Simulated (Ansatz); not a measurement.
Geometry optimisation, UKS PBE/def2-SVP in Ansatz 0.2.0.

input.yaml

```yaml
crystal:
  periodic: [false, false, false]
  atoms:
    - { symbol: Ti, position_ang: [0.0, 0.0, 0.0] }
    - { symbol: Cl, position_ang: [0.0, 0.0, 2.62] }
    - { symbol: O, position_ang: [1.8106, 0.0, -0.6394] }
    - { symbol: H, position_ang: [2.1269, -0.9521, -0.756] }
    - { symbol: F, position_ang: [-0.8619, 1.4933, -0.6094] }
    - { symbol: F, position_ang: [-0.8619, -1.4933, -0.6094] }
    - { symbol: "N", position_ang: [0.0, 0.0, 4.65] }
    - { symbol: H, position_ang: [-0.496, -0.7725, 5.18] }
    - { symbol: H, position_ang: [0.496, 0.7725, 5.18] }
magnetization:
  spin_polarized: true
  initial_magnetization: 1
basis:
  gaussian: { orbitals: def2-SVP }
hamiltonian:
  xc: pbe
relax:
  f_tol: 0.15
  max_steps: 25
  restrain:
    - { distance: [1, 6], at: 2.93, k: 30.0 }
    - { distance: [0, 1], at: 2.37, k: 30.0 }
```

Run as:

```bash
$ ansatz run input.yaml --threads 4 --pin off --max-ram 5120MiB --backend cpu --events-out ev --progress --plain --runs-dir out
```

Question: Where does it end, and by what steps?

Answer: The forces met the threshold. The restraints hold the end off the free minimum. After 10 steps the energy has fallen by 2.301 eV (the restraints' own energy left out); N7 moved furthest, 0.69 Å.

```
step  energy less start (eV)  largest force component (eV/Å)  accepted
   0                  0.0000                           2.085       yes
   1                 -0.8362                           3.353       yes
   2                 -1.3351                           3.011       yes
   3                 -1.7538                           2.300       yes
   4                 -2.1183                           1.670       yes
   5                 -2.2236                           1.461       yes
   6                 -2.2773                           1.373       yes
   7                 -2.2874                           1.354       yes
   8                 -2.2419                           1.533        no
   9                 -2.2979                           1.329       yes
  10                 -2.3012                           1.343       yes
```

```xyz
9
Properties=species:S:1:pos:R:3
Ti -0.035 -0.009 -0.043
Cl -0.084 0.127 2.281
O 1.635 -0.135 -0.597
H 2.315 -0.830 -0.679
F -0.745 1.414 -0.759
F -0.914 -1.431 -0.538
N -0.365 0.195 5.200
H -0.206 -0.831 5.066
H 0.612 0.546 5.084
```

The run took 39 s on 4 threads of AMD EPYC 7R32 (Zen 2), on a shared host, peak memory 0.36 GiB.
